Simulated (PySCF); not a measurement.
# Assigning NMR signals

Mapped SMILES: `[CH2:1]=[C:2]([O:3][SiH3:4])[O:5][CH2:6][CH:7]([F:8])[F:9]`; H(Xn) means a hydrogen on atom n. Ha(C1) is cis to O3; Hb(C1) is trans to O3.

Computational details: PBE0/pcSseg-1 with gauge-including orbitals, GFN2-xTB geometry, in PySCF 2.14 (one conformer, relativity neglected, isolated molecule, equivalent nuclei averaged).

References, each an isolated molecule treated in the same way: TMS for 13C, 1H.

Question: Assign these signals to the numbered atoms. 13C{1H} NMR (computed): δ 167.8 (C), 121.8 (CH), 72.5 (CH2), 63.2 (CH2).

Answer: 
167.8 → C2, alkene carbon bearing oxygen: an sp2 carbon further deshielded by the attached heteroatom
121.8 → C7, sp3 CH bonded to 2 F: 2 electronegative neighbours deshield it
72.5 → C6, sp3 CH2 bonded to O: pulled downfield by the heteroatom
63.2 → C1, β carbon of an enol-ether or enamine type C=C: the O or N lone pair pushes π density onto this β carbon and shields it

Question: Assign these signals to the numbered atoms. 1H NMR (500 MHz, computed): δ 6.40 (m, 1H), 4.83 (s, 3H), 4.02 (m, 2H), 3.72 (br s, 1H), 3.20 (br s, 1H).

Answer: 
6.40 → H(C7), hydrogen on an sp3 CH bonded to 2 F: its carbon carries F, which withdraws density
4.83 → H(Si4), hydrogen on a silicon bonded to O
4.02 → H(C6), hydrogen on an sp3 CH2 bonded to O: its carbon carries O, hence the downfield position
3.72 → Ha(C1), hydrogen on a β carbon of an enol-ether or enamine type C=C: lone-pair donation from O or N shields it, upfield of ordinary alkene protons
3.20 → Hb(C1), hydrogen on a β carbon of an enol-ether or enamine type C=C

Splittings by 19F in the carbon and heteronuclear signals aren't shown, as no couplings were computed. Shifts are as computed. Against solution values, carbons near 30 ppm lie about +3 ppm off and those near 130 ppm about +5 ppm. Of 1309 compounds with measured shifts, 239 miss one by over three times the rms of a fit or turn the order of signals round; such compounds aren't used in these exercises. Multiplicities follow the n + 1 count of equivalent neighbours, as no J values were calculated; m marks all less simple cases, F and P coupling included.
